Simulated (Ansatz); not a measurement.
[closo-2-(NH2)B7H6]2- (B7NH8²⁻). Charge -2, multiplicity 1. Geometry PBE0-D4/def2-SVPD, basis def2-TZVPD, Ansatz.

```csv
run,HOMO (eV),LUMO (eV)
A,2.55,6.35
B,3.52,6.11
C,0.20,6.99
D,3.61,5.59
E,2.63,6.04
F,3.02,5.77
```

LC-ωPBE has ω = 0.4 bohr⁻¹. HSE06 is defined as in plane-wave codes, on full-range PBE exchange. A multiply charged anion in the gas phase is held together partly by the finite basis.

Question: The runs used HSE06, LC-ωPBE, PBE, PBE0, r2SCAN, r2SCAN0. Estimate which is which.

Answer: A r2SCAN0 (25 % exact exchange); B r2SCAN (0 % exact exchange); C LC-ωPBE (range-separated); D PBE (0 % exact exchange); E PBE0 (25 % exact exchange); F HSE06 (range-separated). Exact exchange lowers occupied and raises empty levels; among semilocal functionals meta-GGAs tend to open the gap a little, and such runs are hard to tell apart. The gap grows from 1.97 eV (PBE) to 6.80 eV (LC-ωPBE). At r2SCAN0-D4/def2-TZVPD, r2SCAN-D4/def2-TZVPD, LC-ωPBE/def2-TZVPD, PBE-D4/def2-TZVPD and others the highest occupied level of the charge -2 singlet lies above zero (up to 3.61 eV). The electron is either unbound and held by the finite basis, or the level is raised by self-interaction error.
